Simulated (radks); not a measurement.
Values are calculated unless marked as measured or tabulated.
The germanium ion Ge+, 31 electrons, occupied as [Ar] 3d10 4s2 4p1. Level of theory: Dirac Kohn-Sham, PBE, spin-unpolarised, spherical densities, finite nucleus; open shells fill j = l - 1/2 first; Fermi nuclear charge, rms radius 4.0742 fm (a radial shooting solver on a logarithmic mesh with Libxc functionals).

Unscreened Slater integrals over Kohn-Sham orbitals (cm^-1). Large and small components are both included. Empty in this configuration: 4p3/2.

| integral | value |
|---|---|
| F0(4p1/2,4p1/2) | 78442 |
| F0(4p1/2,4s1/2) | 86333 |
| G1(4p1/2,4s1/2) | 56056 |
| F0(4p1/2,3d5/2) | 102570 |
| G3(4p1/2,3d5/2) | 6408.0 |
| F0(4p1/2,3d3/2) | 102620 |
| G1(4p1/2,3d3/2) | 7414.2 |
| F0(4p1/2,4p3/2) | 77834 |
| G2(4p1/2,4p3/2) | 40386 |
| F0(4s1/2,4s1/2) | 97523 |
| F0(4s1/2,3d5/2) | 124400 |
| G2(4s1/2,3d5/2) | 12105 |
| F0(4s1/2,3d3/2) | 124500 |
| G2(4s1/2,3d3/2) | 11927 |
| F0(4s1/2,4p3/2) | 85492 |
| G1(4s1/2,4p3/2) | 54926 |
| F0(3d5/2,3d5/2) | 276160 |
| F2(3d5/2,3d5/2) | 128490 |
| F4(3d5/2,3d5/2) | 80084 |
| F0(3d5/2,3d3/2) | 277130 |
| F2(3d5/2,3d3/2) | 128930 |
| G2(3d5/2,3d3/2) | 128740 |
| G4(3d5/2,3d3/2) | 80249 |
| F0(3d5/2,4p3/2) | 101090 |
| F2(3d5/2,4p3/2) | 19240 |
| G1(3d5/2,4p3/2) | 7164.2 |
| G3(3d5/2,4p3/2) | 6135.9 |
| F0(3d3/2,3d3/2) | 278110 |
| F2(3d3/2,3d3/2) | 129390 |
| F0(3d3/2,4p3/2) | 101140 |
| F2(3d3/2,4p3/2) | 19097 |
| G1(3d3/2,4p3/2) | 7047.0 |
| G3(3d3/2,4p3/2) | 6052.8 |
| F0(4p3/2,4p3/2) | 77243 |
| F2(4p3/2,4p3/2) | 40111 |
